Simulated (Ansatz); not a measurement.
Harmonic frequencies (cm⁻¹) at PBE0-D4/def2-TZVP from Ansatz: 26, 55, 67, 150, 391, 491, 719, 732, 954, 956, 979, 1013, 2202, 2227, 2228.

Each molecule was computed in one conformer, which needn't be the lowest.

**Question.** Which molecule is it?
A. `[CH2]C(F)(F)F`•
B. `C[S][SnH2]`•
C. `C=[CH][GeH][F]`•
D. `[SiH3][O][Ga][Cl]`•

**Answer.** D.
